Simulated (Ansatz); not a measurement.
Reaction (cleavage of the Si–In bond): `[CH3][In]([SiH3])[Cl]` + `CNB[SiH3]` → `CN([SiH3])B[SiH3]` + `[CH3][InH][Cl]`

Gas-phase electronic energies from Ansatz, PBE0-D4/def2-TZVP geometries. CBS: MP2 limit from def2 TZ/QZ plus the TZ coupled-cluster correction, frozen cores. DFT in def2-TZVPP. B3LYP here is the variant with VWN-RPA as its local correlation; programs differ in this. def2 core potentials past Kr. For In outer-core shells are correlated without core-valence functions, which leaves a few kJ/mol of doubt a bond. One conformer a species, not always the lowest.

CCSD(T)/CBS gives +7.5 kJ/mol.

(1) Another level gave +5.8 kJ/mol. Which?
A. B3LYP/def2-TZVPP
B. CCSD(T)/def2-TZVPP
C. B2PLYP/def2-TZVPP
D. PBE/def2-TZVPP

Largest T1 diagnostic among the species: 0.014.

Answers

(1) B. CCSD(T)/def2-TZVPP 5.8, B2PLYP 12.4, B3LYP 20.6, PBE 29.6 kJ/mol.

From PBE to PBE0 (25 % exact exchange), in def2-TZVPP and without D4, ΔE moves by −6.1 kJ/mol. The D4 term adds −10.8 kJ/mol with B3LYP and −5.7 kJ/mol with PBE0; it sums over pairs of atoms, weighted by their polarisabilities, and B3LYP, whose exchange is more repulsive, gets the larger term.
